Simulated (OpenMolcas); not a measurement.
An OpenMolcas run meant for Tb V (ANO-RCC-VQZP, DKH2; inactive shells 1s 2s 2p 3s 3p 3d 4s 4p 4d 5s 5p; intended active space 7 electrons in 7 orbitals (4f)). One step of its input:

```
&CASPT2
Multistate=1 1
Frozen=14 9
IPAE=0.25
Imaginary=0.1
MaxIter=60
WThr=0.0 0.3 0.05
PrWF=0.5
NoMix
```

Lines from the output:

```
|        MOLCAS_PRINT = 2
  |       MOLCAS_SOURCE = <dir>
  |    MOLCAS_STRUCTURE = 0
  |
   --------------------------------------------------------------------------------------
++ ---------   Input file   ---------
>>> COPY JOB001 $Project.JobIph
&CASPT2
Multistate=1 1
Frozen=14 9
IPAE=0.25
Imaginary=0.1
MaxIter=60
WThr=0.0 0.3 0.05
PrWF=0.5
NoMix
-- ----------------------------------
>>> COPY JOB001 a.JobIph
*** symbolic link created: INPORB -> a.RasOrb
--- Start Module: caspt2 at  ---
()()()()()()()()()()()()()()()()()()()()()()()()()()()()()()()()()()()()()()()()()()()()()()()()()()
                                              &CASPT2
                                   only a single process is used
                       available to each process: 2.3 GB of memory, 1 thread
()()()()()()()()()()()()()()()()()()()()()()()()()()()()()()()()()()()()()()()()()()()()()()()()()()
 ###    ERROR: Unrecognized keyword: IPAE                                    ###
--- Stop Module: caspt2 at  /rc=_RC_INPUT_ERROR_ ---
.####################.
.# User input error #.
.####################.
```

**Question.** What is wrong with the input?

**Answer.** A keyword is misspelt. OpenMolcas reads the first four letters of a keyword, so the setting is refused or falls back to its default.
